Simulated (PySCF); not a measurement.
## Orbital picture of TbO

r²SCAN at R = 1.785 Å; basis Tb x2c-TZVPall, O x2c-TZVPall; spin-free X2C with a Gaussian nucleus; PySCF 2.14. State: octet, about 8.2 electrons in the 4f shell (Mulliken), real f orbitals that mix terms. Only the outer orbitals are listed, counted within each symmetry.

| spin | orbital | occ. | ε (eV) | on Tb (%) | main shells (%) |
| --- | --- | --- | --- | --- | --- |
| α | 8π | 1 | -6.52 | 29 | 71 O p, 20 Tb d |
| α | 8π | 1 | -6.52 | 29 | 71 O p, 20 Tb d |
| α | 15σ | 1 | -6.19 | 36 | 61 O p, 22 Tb d, 8 Tb f |
| α | 16σ | 1 | -4.07 | 99 | 82 Tb s, 9 Tb p, 8 Tb d |
| α | 4δ | 0 | -2.07 | 100 | 100 Tb d |
| α | 4δ | 0 | -1.94 | 100 | 100 Tb d |
| α | 9π | 0 | -1.67 | 98 | 75 Tb p, 23 Tb d |
| β | 7π | 1 | -6.77 | 19 | 80 O p, 14 Tb d |
| β | 7π | 1 | -6.77 | 19 | 80 O p, 14 Tb d |
| β | 14σ | 1 | -6.37 | 30 | 68 O p, 13 Tb d, 11 Tb f |
| β | 3δ | 1 | -4.27 | 100 | 100 Tb f |
| β | 1φ | 0 | -2.99 | 100 | 99 Tb f |
| β | 1φ | 0 | -2.99 | 100 | 99 Tb f |
| β | 15σ | 0 | -2.59 | 97 | 68 Tb f, 23 Tb s |

**Question.** Which are the highest filled and the lowest empty level, where do they sit, and how wide is the gap?

**Answer.** Highest filled α 16σ at -4.07 eV (in %: 82 Tb s, 9 Tb p, 8 Tb d); lowest empty β 1φ at -2.99 eV (in %: 99 Tb f); the gap at r²SCAN is 1.08 eV.

| Property | Result |
| --- | --- |
| bond order (Mayer) | 2.16 |
| ⟨S²⟩ | 15.768 |
| charge on Tb (Mulliken, basis-dependent) | 0.60 |
| charge on Tb (Löwdin, basis-dependent) | 0.37 |
| dipole moment (positive dipole means Tb(−)O(+)) | -4.17 D |

Spin–orbit coupling is left out. With d or f electrons several states lie close, and the lowest PBE0 determinant need not be the measured ground state.
